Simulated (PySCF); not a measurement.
Ranking problems on computed properties.

Species are written as SMILES; each is one conformer at its optimised geometry, gas phase, non-relativistic unless stated. Electronic properties by PySCF.

The conformers computed, where there is a choice (atom-mapped SMILES and torsion angles):
- `[CH3:1][O:2][C:3]1=[CH:4][Si@@H:5]([OH:6])[CH:7]=[C:8]1[F:9]`: C1–O2–C3–C4 1°, H–O6–Si5–C4 53°
- `[CH3:1][C:2](=[O:3])[c:4]1[p:5][cH:6][o:7][c:8]1[CH3:9]`: C1–C2–C4–P5 0°
- `[H]/[N:4]=[C:3]([CH:2]=[CH2:1])/[CH:5]=[N:6]\[H]`: C1–C2–C3–N4 0°, C2–C3–C5–N6 180°
- `[CH:1]#[C:2][SiH2:3][O:4][CH3:5]`: C2–Si3–O4–C5 -59°
- `[CH:1]#[C:2][CH2:3][NH:4][N:5]=[CH2:6]`: C2–C3–N4–N5 -143°, C3–N4–N5–C6 -167°
- `[CH2:1]=[P:2][C:3]([F:4])([F:5])[F:6]`: C1–P2–C3–F4 60°
- `[F:1][CH:2]([F:3])[CH:4]([Cl:5])[Cl:6]`: F1–C2–C4–Cl5 -66°
- `[BH2:1][NH:2][B:3]([Cl:4])[Br:5]`: B1–N2–B3–Cl4 -179°
- `[SiH3:1][O:2][CH:3]1[CH:4]=[CH:5]1`: Si1–O2–C3–C4 153°

The conformers of `O=C1C[C@H](Cl)[SiH2][SiH2]1` and `FCC#C[SiH]1OCCO1` aren't listed.

**Question.** Rank by dipole moment, highest first (wB97X-D/def2-SVPD at GFN2-xTB geometries).
A. `C#C[SiH2]OC`
B. `[H]/N=C\C(C=C)=N\[H]`
C. `o1cpc(C(C)=O)c1C`
D. `COC1=C[Si@@H](O)C=C1F`

**Answer.** B (4.07 D), D (2.32 D), C (1.78 D), A (1.29 D).

**Question.** Rank by HOMO energy, lowest first (wB97X-D/def2-SVPD at GFN2-xTB geometries).
A. `C=PC(F)(F)F`
B. `C#CCNN=C`
C. `c1(C)ocpc1C(=O)C`
D. `[H]/N=C\C(C=C)=N\[H]`
E. `[SiH2](C#C)OC`

**Answer.** A (-10.27 eV), E (-10.12 eV), D (-9.59 eV), C (-8.81 eV), B (-8.25 eV).

**Question.** By how much do the two ends of that ranking differ?

**Answer.** By 2.02 eV, between `C#CCNN=C` and `C=PC(F)(F)F`.

**Question.** Rank by electronic spatial extent ⟨r²⟩ about the centre of nuclear charge, lowest first (wB97X-D/def2-SVPD at GFN2-xTB geometries).
A. `C(C(/C=N\[H])=N\[H])=C`
B. `C=PC(F)(F)F`
C. `COC1=C[Si@@H](O)C=C1F`
D. `CC(=O)c1pcoc1C`
E. `C#CCNN=C`

**Answer.** B (608 bohr²), A (635 bohr²), E (766 bohr²), D (1328 bohr²), C (1527 bohr²).

**Question.** By how much do the two ends of that ranking differ?

**Answer.** By 919 bohr², between `COC1=C[Si@@H](O)C=C1F` and `C=PC(F)(F)F`.

**Question.** Rank by lowest singlet excitation, highest first (TDDFT wB97X-D/def2-SVPD at GFN2-xTB geometries).
A. `CO[SiH2]C#C`
B. `[H]/N=C\C(C=C)=N\[H]`
C. `C1(C[C@@H]([SiH2][SiH2]1)Cl)=O`
D. `CC(=O)C1=C(C)OC=P1`

**Answer.** A (6.00 eV), D (4.11 eV), B (3.88 eV), C (3.27 eV).

**Question.** By how much do the two ends of that ranking differ?

**Answer.** By 2.73 eV, between `C#C[SiH2]OC` and `O=C1C[C@H](Cl)[SiH2][SiH2]1`.

**Question.** Rank by smallest rotational constant, lowest first (PBE0-D3(BJ)/def2-SVP).
A. `Cl[SiH]Cl` [radical]
B. `BNB(Cl)Br`
C. `[SiH3]OC1C=C1`
D. `FC(F)C(Cl)Cl`

**Answer.** B (1.118 GHz), D (1.376 GHz), C (2.061 GHz), A (2.186 GHz).

**Question.** By how much do the two ends of that ranking differ?

**Answer.** By 1.068 GHz, between `Cl[SiH]Cl` [doublet state] and `BNB(Cl)Br`.

**Question.** Rank by static isotropic polarisability, lowest first (wB97X-D/def2-SVPD at GFN2-xTB geometries).
A. `[H]/N=C\C(C=C)=N\[H]`
B. `[SiH]1(OCCO1)C#CCF`
C. `COC1=C[Si@@H](O)C=C1F`
D. `O=C1C[C@H](Cl)[SiH2][SiH2]1`
E. `CC(=O)C1=C(C)OC=P1`
F. `C#CCNN=C`
G. `C=PC(F)(F)F`

**Answer.** G (52.1 au), A (63.3 au), F (67.1 au), B (86.5 au), C (88.7 au), E (97.9 au), D (105.0 au).
